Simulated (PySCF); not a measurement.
## Static response to an electric field

CH8O3Si3.
Geometry (GFN2-xTB, Å), atoms numbered from 1 in this order:
```xyz
15
CH8O3Si3 angstrom
Si     2.4306   -0.2560   -0.2901
O      0.9696   -0.9128    0.0135
C      0.0537   -0.4595    0.9235
O     -1.1074   -1.1538    0.7727
Si    -2.1940   -0.6382   -0.3680
Si    -1.2133    1.4522   -0.3108
O     -0.1234    0.8962    0.8088
H      2.8694   -1.2169   -1.2897
H      3.2435   -0.2426    0.9287
H      2.3212    1.1092   -0.8058
H      0.4279   -0.6513    1.9466
H     -3.4434   -0.9629    0.3131
H     -2.0110   -1.4394   -1.5840
H     -1.7672    2.5929    0.4128
H     -0.4604    1.8908   -1.4932
```

Level: CAM-B3LYP/def2-SVPD (PySCF), static field, nuclei fixed, core orbitals frozen in the response. The polarisability tensor in these axes (au):

```
x   104.94   2.04   0.72
y     2.04  96.63  -0.30
z     0.72  -0.30  86.25
```

Give the principal values, the mean and the anisotropy Δα = √{½[(α1 − α2)² + (α2 − α3)² + (α1 − α3)²]}.

Principal values 86.21, 96.18 and 105.43 au; mean 95.94 au = 14.22 Å³ = 15.82 × 10⁻⁴⁰ C²·m²/J; Δα = 16.65 au (17 % of the mean).

What is the dipole moment, and where does it point?

(-0.75, 1.18, -1.01) D, 1.72 D in size, pointing from the negative to the positive side. Measured along this direction, the outermost atoms are H9 at the negative end and H15 and H14 at the positive end.

Directions of the eigenvectors, and the extent of the frame along each?

Largest value along (0.97, 0.22, 0.03), where the nuclei span 6.69 Å; middle along (-0.22, 0.97, -0.05), 4.67 Å; least along (-0.04, 0.04, 1.00), 3.45 Å. The response follows the extents in order.

Traceless (Buckingham) quadrupole moment about the centre of nuclear charge: eigenvalues?

-6.52, -2.50, 9.02 D·Å. The values depend on the origin, since the dipole doesn't vanish. The electronic extent ⟨r²⟩ about the same centre is 1352 bohr², a root-mean-square distance of 2.18 Å for the 80 electrons.

Sum over states: ᾱ = Σ f/ω², ω in Eh. What share falls to these 8 lowest TDDFT singlets (eV, f)? 6.40, 0.0382; 6.88, 0.0009; 7.17, 0.0239; 7.53, 0.0525; 7.56, 0.0086; 7.59, 0.2186; 7.95, 0.0066; 7.96, 0.0014.

They add up to 4.75 au, 4.9 % of the 95.94 au; the largest single term is 2.81 au, from the state at 7.59 eV. Terms in order: 0.69, 0.01, 0.34, 0.69, 0.11, 2.81, 0.08, 0.02 au. Higher excitations give the rest. The strengths listed sum to 0.351.

The structure is a single GFN2-xTB conformer in the gas phase; no vibrational or solvent corrections.

These values come from a run that also computed excited states. Hardware: Arm Neoverse N1, one thread (shared host). Cost: 1.9 min of wall time (with the writing of density and orbital grids), 1.0 GiB resident at most.
